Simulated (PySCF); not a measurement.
**From a computed spectrum to the compound**

A species of 3 atoms with charge 1 has these harmonic modes (PBE0, small Gaussian bases with core potentials, PySCF 2.14.0):

```json
{"cm⁻¹": "54", "km/mol": "3.0", "symmetry": "a1"}
{"cm⁻¹": "271", "km/mol": "16.2", "symmetry": "a1"}
{"cm⁻¹": "284", "km/mol": "67.4", "symmetry": "b2"}
```

Q: Which species is it, and in which structure?

A: [EuBr2]+ (singlet in the valence; each metal's 4f electrons, 6 of them, lie in its core potential, out of spins and levels):
```xyz
3

Eu    0.0000    0.0000   -0.7522
Br    2.0807    0.0000    0.7287
Br   -2.0807    0.0000    0.7287
```
Ideal gas at 298.15 K and 1 bar: S = 348.3 J/(mol K), Cp = 55.9 J/(mol K), H − H(0 K) = 14.4 kJ/mol (rigid rotor, harmonic modes, spin degeneracy alone, that of the 4f electrons in the core included; the modes under 60 cm⁻¹ make these uncertain). An lcecp potential fixes the number of 4f electrons, so in runs with it no electron can move into or out of that shell.
 Other answers can fit too; this one was computed.
